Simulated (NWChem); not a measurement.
System: BeNH2F; SMILES [NH2][Be][F]

```xyz
5

Be     0.0000     0.0000    -0.1005
F      0.0000     0.0000    -1.4865
N      0.0000     0.0000     1.4032
H      0.0000    -0.8244     1.9791
H      0.0000     0.8244     1.9791
```
Atoms are numbered in this order, from 1.

Computed with NWChem. Coordinates come from a PBE0-D3(BJ)/def2-TZVP optimisation. Ions are spin-unrestricted doublets at the neutral geometry; other ion states weren't tried. Functional: LC-ωPBE (HJS hole) with def2-SVP; the question gives the range parameter ω in 1/bohr.

Problem. What does the run give for range parameter (1/bohr) 0.10? Quantities: vertical ionisation energy, ΔSCF (eV); −ε(HOMO) (eV).

Solution. 
- vertical ionisation energy, ΔSCF (eV): 10.14
- −ε(HOMO) (eV): 7.28
